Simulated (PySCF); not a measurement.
C5H8Si.
Geometry (PBE0-D3(BJ)/def2-SVP, Å), atoms numbered from 1 in this order:
```
atom  x, y, z in Å
C1     3.537    0.574    0.272
C2     2.323    0.058    0.270
C3     1.154   -0.446    0.263
C4    -0.064   -0.965    0.269
C5    -1.214   -0.462    1.078
Si6   -2.417    0.556    0.016
H7     4.325    0.171   -0.373
H8     3.795    1.420    0.917
H9    -0.265   -1.811   -0.403
H10   -0.869    0.174    1.908
H11   -1.784   -1.303    1.510
H12   -2.918   -0.276   -1.121
H13   -1.722    1.759   -0.529
H14   -3.583    0.988    0.848
```

Method: PBE0-D3(BJ)/def2-SVP geometry optimisation, gas phase (PySCF).

Masses are those of the commonest isotopes; rigid-rotor values at the optimised geometry. The values belong to one conformer with, in the numbering `[CH2:1]=[C:2]=[C:3]=[CH:4][CH2:5][SiH3:6]`, C3–C4–C5–Si6 102°.

**Question.** What are A, B and C (GHz)?

**Answer.** Ia = 57.84, Ib = 489.40, Ic = 516.65 u·Å²; 505379 MHz·u·Å²/I gives 8738, 1033 and 978.2 MHz, that is A = 8.7379, B = 1.0326, C = 0.9782 GHz.

**Question.** Classify the top.

**Answer.** A near-prolate asymmetric top. Ray's parameter κ = (2B − A − C)/(A − C) = -0.986; −1 is the prolate and +1 the oblate limit.

**Question.** Is it planar, by Δ = Ic − Ia − Ib?

**Answer.** Not planar: Δ = Ic − Ia − Ib = -30.59 u·Å². For a rigid frame Δ = −2 Σ m c², so Σ m c² = 15.29 u·Å² lies off the ab plane: 8.84 from hydrogen and 6.46 from heavier atoms. The atom farthest from that plane is 1.58 Å away.

**Question.** List the rotational levels J(Ka,Kc) to J = 4 (MHz).

**Answer.** Above 0(0,0):
J = 1: 1(0,1) 2011, 1(1,1) 9716, 1(1,0) 9771
J = 2: 2(0,2) 6032, 2(1,2) 13683, 2(1,1) 13847, 2(2,1) 36962, 2(2,0) 36963
J = 3: 3(0,3) 12063, 3(1,3) 19634, 3(1,2) 19961, 3(2,2) 42995, 3(2,1) 42996, 3(3,1) 81657, 3(3,0) 81657
J = 4: 4(0,4) 20104, 4(1,4) 27568, 4(1,3) 28112, 4(2,3) 51038, 4(2,2) 51042, 4(3,2) 89701, 4(3,1) 89701, 4(4,1) 143828, 4(4,0) 143828
The levels of one J sum to (2J + 1)J(J + 1)(A + B + C)/3.

**Question.** Which lines would a microwave search look for?

**Answer.** The dipole components are |μa| = 0.37 D, |μb| = 0.39 D, |μc| = 0.34 D. The squared components, which scale the intensities, stand as 0.91 : 1.00 : 0.76 (a : b : c). Some lines, for components of 0.1 D or more:

```tsv
type	branch	J(Ka,Kc)	MHz	lower level (cm⁻¹)
a	R	3(1,3) ← 2(1,2)	5951	0.456
a	R	3(0,3) ← 2(0,2)	6031	0.201
a	R	3(2,2) ← 2(2,1)	6032	1.233
c	Q	3(1,3) ← 3(0,3)	7570	0.402
b	Q	1(1,0) ← 1(0,1)	7760	0.067
b	Q	2(1,1) ← 2(0,2)	7814	0.201
b	Q	3(1,2) ← 3(0,3)	7897	0.402
b	R	1(1,1) ← 0(0,0)	9716	0.000
c	R	1(1,0) ← 0(0,0)	9771	0.000
c	Q	2(2,1) ← 2(1,1)	23116	0.462
b	Q	2(2,0) ← 2(1,1)	23116	0.462
c	R	2(2,1) ← 1(1,1)	27246	0.324
b	R	2(2,0) ← 1(1,1)	27247	0.324
b	R	3(2,2) ← 2(1,1)	29148	0.462
c	R	3(2,1) ← 2(1,1)	29150	0.462
c	R	3(2,2) ← 2(1,2)	29312	0.456
c	R	3(3,1) ← 2(2,1)	44695	1.233
```

**Question.** Estimate the classical rotational partition function at 25 K, 50 K and 500 K.

**Answer.** Point group C1, symmetry number σ = 1; q = (√π/σ)·√((kT/h)³/(ABC)), k/h = 20836.6 MHz/K: 7090 at 25 K, 20100 at 50 K, 634000 at 500 K.

PBE0-D3(BJ)/def2-SVP frequencies: not computed here. These are rigid-rotor constants of the computed structure; measured ground-state constants (B0) also hold zero-point vibration. A rigid rotor knows nothing of internal rotation, which can split or shift real lines.
